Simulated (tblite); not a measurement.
Compound: C7H2N3 (doublet state).
InChI=1S/C7H2N3/c8-4-6-1-2-10-7(3-6)5-9/h1-2H

Method: GFN2-xTB as coded in tblite; computed harmonic values from a numerical Hessian at the method's own geometry, unscaled. Errors from tens to a few hundred cm⁻¹ against measured bands are possible. Open shells enter through the occupations alone, without spin polarisation, and single modes of such species can be off by tens of per cent.

Harmonic wavenumbers (cm⁻¹): 100.4, 109.2, 126.0, 170.0, 302.3, 361.8, 417.0, 455.6, 502.8, 505.6, 561.3, 612.1, 669.8, 722.1, 823.6, 891.8, 919.8, 975.1, 1100.5, 1184.3, 1241.0, 1264.8, 1345.6, 1411.3, 1464.8, 1560.2, 2382.3, 2385.7, 3062.6, 3091.7.

A = 2983, B = 915.3, C = 700.4 MHz; mass 128.025 u (most abundant isotopes); point group Cs, symmetry number 1; spin multiplicity 2.

Q: Zero-point energy?

A: Half the sum of the wavenumbers: 15361 cm⁻¹ = 183.75 kJ/mol.

Q: What is S at 273.15 K and 1 bar for an ideal gas of classical rigid rotors and harmonic oscillators?

A: Translation 167.55, rotation 122.38, vibration 75.69, spin (R ln 2) 5.76: S = 371.4 J/(mol K).

Q: And Cp and H(273.15 K) − H(0)?

A: Cp = 122.77 J/(mol K), of which vibrations give 89.51 (their classical limit is 30 R = 249.4); H(273.15 K) − H(0) = 20.89 kJ/mol without the zero-point energy, 11.81 from vibrations.

Q: Blend soft modes into free rotors: weight 1/[1 + (100 cm⁻¹/ν̃)⁴] for the oscillator and the rest for a rotor with moment μB/(μ + B), μ = h/(8π²ν), B = 10⁻⁴⁴ kg m². What vibrational entropy results?

A: 73.57 J/(mol K) in place of 75.69, which changes −T·S at 273.15 K by +0.58 kJ/mol.

Q: What must be added to the electronic energy to get the Gibbs energy at 273.15 K and 1 bar?

A: ZPE + [H(273.15 K) − H(0)] − T·S = 183.75 + 20.89 − 101.44 = 103.20 kJ/mol.

Q: Which modes carry the vibrational entropy at 273.15 K?

A: 100.4 cm⁻¹: 13.71; 109.2 cm⁻¹: 13.03; 126.0 cm⁻¹: 11.87; 170.0 cm⁻¹: 9.50; 302.3 cm⁻¹: 5.27; 361.8 cm⁻¹: 4.11 J/(mol K); the other 24 give 18.20 together.

Q: How do the functions run with temperature in this model?

A: 
```json
{"T (K)": "50", "S (J/(mol K))": "244.1", "Cp (J/(mol K))": "46.2", "H − H(0) (kJ/mol)": "1.85", "G − H(0) (kJ/mol)": "-10.35", "ln q(vib)": "0.14"}
{"T (K)": "100", "S (J/(mol K))": "281.9", "Cp (J/(mol K))": "64.2", "H − H(0) (kJ/mol)": "4.63", "G − H(0) (kJ/mol)": "-23.56", "ln q(vib)": "0.80"}
{"T (K)": "298.15", "S (J/(mol K))": "382.5", "Cp (J/(mol K))": "130.3", "H − H(0) (kJ/mol)": "24.06", "G − H(0) (kJ/mol)": "-89.97", "ln q(vib)": "4.38"}
{"T (K)": "373.15", "S (J/(mol K))": "414.0", "Cp (J/(mol K))": "150.9", "H − H(0) (kJ/mol)": "34.62", "G − H(0) (kJ/mol)": "-119.86", "ln q(vib)": "5.82"}
{"T (K)": "500", "S (J/(mol K))": "462.2", "Cp (J/(mol K))": "178.7", "H − H(0) (kJ/mol)": "55.61", "G − H(0) (kJ/mol)": "-175.49", "ln q(vib)": "8.23"}
{"T (K)": "750", "S (J/(mol K))": "542.0", "Cp (J/(mol K))": "214.1", "H − H(0) (kJ/mol)": "105.13", "G − H(0) (kJ/mol)": "-301.40", "ln q(vib)": "12.73"}
{"T (K)": "1000", "S (J/(mol K))": "606.8", "Cp (J/(mol K))": "235.0", "H − H(0) (kJ/mol)": "161.49", "G − H(0) (kJ/mol)": "-445.26", "ln q(vib)": "16.80"}
```

q(vib) and H(0) count from the zero-point level.

Hindered rotation and anharmonicity are outside this model.
